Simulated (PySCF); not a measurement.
Vertical excitations of a molecule CH8ClNSi2 from PySCF with TDDFT-CAM-B3LYP/def2-SVPD, as energy in eV (oscillator strength): 6.74 (0.010), 7.38 (0.023), 7.47 (0.082), 7.88 (0.018), 7.92 (0.037), 8.11 (0.021), 8.18 (0.012), 8.29 (0.011), 8.41 (0.032), 8.55 (0.007). Lowest triplet (TDA): 6.38 eV. Geometry: B3LYP-D3(BJ)/def2-SVP. One conformer was computed; it need not be the lowest.

**Question.** Which molecule gave these data?
(A) NC[SiH2][SiH2]Cl
(B) C[Si@@](N)([SiH3])Cl
(C) C[Si@@H](Cl)[SiH2]N
(D) C[SiH2]N[SiH2]Cl

**Answer.** D, C[SiH2]N[SiH2]Cl
